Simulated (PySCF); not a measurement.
# How methods differ on the ionisation energy of In

In [Kr] 4d10 5s2 5p1 (2P) → In⁺ [Kr] 4d10 5s2 (1S), as a difference of total energies. Computed with PySCF 2.14 in aug-cc-pVDZ-PP with ECP28MDF (5s4p3d, 32 functions), with scalar relativity through the core potential. Correlated levels: valence: 4s2 4p6 4d10 frozen. The calculations carry no spin-orbit coupling.

```json
{"method": "UHF", "ionisation energy (eV)": "5.203"}
{"method": "LDA", "ionisation energy (eV)": "5.707"}
{"method": "PBE", "ionisation energy (eV)": "5.580"}
{"method": "PBE0", "ionisation energy (eV)": "5.607"}
{"method": "r2SCAN", "ionisation energy (eV)": "5.698"}
{"method": "M06", "ionisation energy (eV)": "5.423"}
{"method": "HSE06", "ionisation energy (eV)": "5.624"}
{"method": "TPSSh", "ionisation energy (eV)": "5.552"}
{"method": "PBEsol", "ionisation energy (eV)": "5.582"}
{"method": "MP2 (valence)", "ionisation energy (eV)": "5.335"}
{"method": "SCS-MP2 (valence)", "ionisation energy (eV)": "5.313"}
```

Q: How much does correlation contribute at MP2 (valence)?

A: 5.335 − (5.203) = 0.132 eV, measured against UHF.

Errors of the correlated levels include the incompleteness of this basis and the frozen core.

For comparison: 5.603 eV (measured; NIST levels, between the centres of gravity of the two terms).
